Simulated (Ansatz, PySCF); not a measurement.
C₃H₁₀AlN (SMILES CC(C)[NH][AlH2]), singlet, at a GFN2-xTB geometry (such geometries of metal compounds can be far from the true shape). Base run: CASSCF(6,6)/6-31G (PySCF).

PySCF was given this input:
```python
from pyscf import gto, scf, mcscf
import numpy

mol = gto.Mole()
mol.atom = '''
    Al   -0.09681746   -0.43121133    1.75992931
    H    -1.50375094   -0.12142647    2.31877923
    H     0.66890562   -1.62864685    2.36090676
    N     0.63132054    0.54770207    0.45933165
    C     0.41854766    0.22215237   -0.94976188
    C    -0.20803677   -1.16200249   -1.00011203
    C    -0.48340205    1.25391309   -1.62975272
    H     1.14710897    1.41876269    0.53374443
    H     1.38405806    0.20017123   -1.47799474
    H    -0.42362626   -1.47563721   -2.01835630
    H     0.46162039   -1.88391218   -0.53130248
    H    -1.13972847   -1.14552039   -0.42543320
    H    -0.63899953    0.99590200   -2.67475121
    H    -1.44506565    1.28427882   -1.12177680
    H    -0.03379193    2.24348353   -1.58045830
'''
mol.basis = '6-31g'
mol.verbose = 4
mol.build()

mf = scf.RHF(mol)
mf.kernel()
mc = mcscf.CASSCF(mf, 6, 6)
mc.fix_spin_(ss=0.0)
mc.kernel()
occ = numpy.linalg.eigvalsh(mc.fcisolver.make_rdm1(mc.ci, mc.ncas, mc.nelecas))[::-1]
ss = mc.fcisolver.spin_square(mc.ci, mc.ncas, mc.nelecas)[0]
print('natural occupations', occ.round(4), ' <S^2>', round(ss, 4))
```

Programs used: Ansatz (a quantum-chemistry and plane-wave program), PySCF; a row that names a program was run with it.

Variants of this job, named by their change:

```
change                                                ΔE vs base (kcal/mol)                 natural occupations  <S^2> of the state        outcome
----------------------------------------------------  ---------------------  ----------------------------------  ------------------  -------------
base                                                                  0.000       1.98 1.98 1.98 0.03 0.02 0.01                0.00      converged
conv_tol = 1e-5                                                       0.166       1.98 1.98 1.98 0.03 0.02 0.01                0.00      converged
start = MP2 natural orbitals                                         -12.10       1.98 1.98 1.98 0.02 0.02 0.02                0.00      converged
active space = 4 electrons, 6 orbitals                                13.93       1.99 1.98 0.02 0.01 0.00 0.00                0.00      converged
active space = 8 electrons, 7 orbitals                               -0.369  2.00 1.98 1.98 1.98 0.03 0.02 0.01                0.00      converged
fix_spin_ = off                                                       0.000       1.98 1.98 1.98 0.03 0.02 0.01                0.00      converged
code = ansatz                                                         -3.26                                   -                   -      converged
orbitals = fixed (CASCI)                                              32.15       2.00 2.00 2.00 0.00 0.00 0.00                0.00      converged
orbitals = fixed (CASCI); correction = SC-NEVPT2                     -236.2       2.00 2.00 2.00 0.00 0.00 0.00                0.00      converged
active space = 10 electrons, 9 orbitals                                   -                                   -                   -  not converged
code = ansatz; correction = SC-NEVPT2, all electrons                 -239.4                                   -                   -      converged
```

Active orbitals are taken around the Fermi level unless the row says otherwise; CASSCF can end in different local minima, and two programs can end on different orbitals. State-averaged rows give the lowest state.

Ansatz warned in this series: other orbitals give a lower active-space energy.
